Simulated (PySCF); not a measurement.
Telling isomers of C$_{7}$H$_{9}$NOSi apart by NMR

[PySCF: PBE0/pcSseg-1 with gauge-including orbitals; geometry: GFN2-xTB; fast rotation and ring inversion assumed for equivalent nuclei; gas phase; relativity neglected; a single conformation]

Shifts are taken against calculated references (same method and geometry level): 1H (31.72 ppm) and 13C (186.93 ppm) vs TMS. Where no couplings were computed, multiplicities follow the n + 1 count of equivalent neighbours, and m marks all less simple cases (inequivalent or close neighbours, rings, F or P nearby). Shifts are as computed. Against solution values, carbons near 30 ppm lie about +3 ppm off and those near 130 ppm about +5 ppm. Of 1309 compounds with measured shifts, 239 miss one by over three times the rms of a fit or turn the order of signals round; such compounds aren't used in these exercises.

(1) Tabulate the signals of `C#CC[SiH2]/C=C(/C#N)OC`, `C#C[SiH2]OCn1cccc1`, `CC#C[SiH2]O/C(C#N)=C/C` and their relative energies.

(2) What is the quickest way to tell C#CC[SiH2]/C=C(/C#N)OC from C#C[SiH2]OCn1cccc1?

(3) What is the quickest way to tell C#C[SiH2]OCn1cccc1 from CC#C[SiH2]O/C(C#N)=C/C?

(4) What is the quickest way to tell C#CC[SiH2]/C=C(/C#N)OC from CC#C[SiH2]O/C(C#N)=C/C?

## Answers

(1) 
| SMILES | carbon types | δC | δH | E rel. (kcal/mol) |
| --- | --- | --- | --- | --- |
| C#CC[SiH2]/C=C(/C#N)OC | 3×C 2×CH 1×CH2 1×CH3 | 150.4, 124.4, 118.2, 85.5, 73.7, 58.6, 1.6 | 6.19 (t, 1H), 4.41 (m, 2H), 4.07 (s, 3H), 1.96 (m, 2H), 1.22 (t, 1H) | 45.9 |
| C#C[SiH2]OCn1cccc1 | 1×C 5×CH 1×CH2 | 123.5, 116.8, 101.9, 87.3, 76.5 | 6.76 (m, 2H), 6.54 (m, 2H), 5.65 (s, 2H), 4.54 (d, 2H), 1.82 (t, 1H) | 0.0 |
| CC#C[SiH2]O/C(C#N)=C/C | 4×C 1×CH 2×CH3 | 135.3, 131.9, 118.3, 116.1, 83.1, 17.4, 6.0 | 6.26 (q, 1H), 5.07 (s, 2H), 2.14 (d, 3H), 2.13 (s, 3H) | 8.0 |

Energies are electronic energies at PBE0/pcSseg-1 on these geometries, without zero-point or thermal terms, each for the one conformer computed, which needn't be the lowest.

(2) Count the carbon signals: 7 against 5. The first has an alkene carbon bearing oxygen (C) at 150.4 ppm, the second an sp3 CH2 bonded to N and O at 76.5 ppm. Their most deshielded carbons lie at 150.4 and 123.5 ppm. In the proton spectra the most deshielded non-exchanging signals are 6.19 (t, 1H) and 6.76 (m, 2H).

(3) Count the carbon signals: 5 against 7. The first has an sp3 CH2 bonded to N and O at 76.5 ppm, the second an allylic methyl carbon (CH3) at 17.4 ppm. Their most deshielded carbons lie at 123.5 and 135.3 ppm. In the proton spectra the most deshielded non-exchanging signals are 6.76 (m, 2H) and 6.26 (q, 1H).

(4) Both give the same number of carbon signals, but DEPT or the intensities differ. The first has a terminal alkyne carbon (CH) at 73.7 ppm, the second a propargylic methyl carbon (CH3) at 6.0 ppm. Their most deshielded carbons lie at 150.4 and 135.3 ppm.
